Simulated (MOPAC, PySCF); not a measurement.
C$_{5}$H$_{18}$N$_{2}$Si$_{2}$, SMILES `CN(C([SiH3])(N(C)C)[SiH3])C` (C–N–C–Si torsion -58°, Si–C–N–C torsion -37°), neutral singlet in the gas phase. 

Z-matrix (Å, degrees):
```
C
N 1 1.4742
C 2 1.4461 1 117.67
H 3 1.1099 2 109.20 1 170.08
H 3 1.1100 4 106.94 2 120.10
H 3 1.1215 4 107.25 5 115.32
C 2 1.4547 3 112.92 4 -53.22
H 7 1.1068 2 108.57 3 -179.65
H 7 1.1099 8 108.66 2 119.42
H 7 1.1218 8 108.69 9 116.59
N 1 1.4742 2 107.24 3 -159.56
C 11 1.4461 1 117.67 2 -159.56
H 12 1.1099 11 109.20 1 170.08
H 12 1.1100 13 106.94 11 120.10
H 12 1.1215 13 107.25 14 115.32
C 11 1.4547 12 112.92 13 -53.22
H 16 1.1068 11 108.57 12 -179.65
H 16 1.1099 17 108.66 11 119.42
H 16 1.1218 17 108.69 18 116.59
Si 1 1.9610 2 111.66 3 -37.12
H 20 1.5043 1 106.57 2 -162.74
H 20 1.5059 21 107.60 15 131.21
H 20 1.5064 21 108.32 15 -111.45
Si 1 1.9610 2 111.51 3 77.91
H 24 1.5043 1 106.57 2 -42.78
H 24 1.5059 25 107.60 6 131.21
H 24 1.5064 25 108.32 6 -111.45
```
Charge 0, multiplicity 1.

All levels are single points at this geometry (PBE-D3(BJ)/def2-SVP); Pople sets use spherical d functions. Orbital energies aren't observables, and empty levels follow the basis.

```
level                          HOMO (eV)  LUMO (eV)  gap (eV)  dipole (D)  vertical IE, Delta-SCF (eV)
-----------------------------  ---------  ---------  --------  ----------  ---------------------------
PBE-D3(BJ)/def2-TZVP in PySCF      -4.62      -0.34      4.27        1.00                         7.04
B3LYP/6-311+G** in PySCF           -5.61      -0.17      5.43        0.73                            –
B3LYP/LANL2DZ in PySCF             -5.26       0.90      6.16        0.50                            –
SVWN5/6-31G* in PySCF              -4.44      -0.16      4.28        0.98                         6.98
HF/6-31G* in PySCF                 -8.65       4.17     12.82        0.52                         7.22
AM1 in MOPAC                       -8.72       0.83      9.56        0.29                            –
```
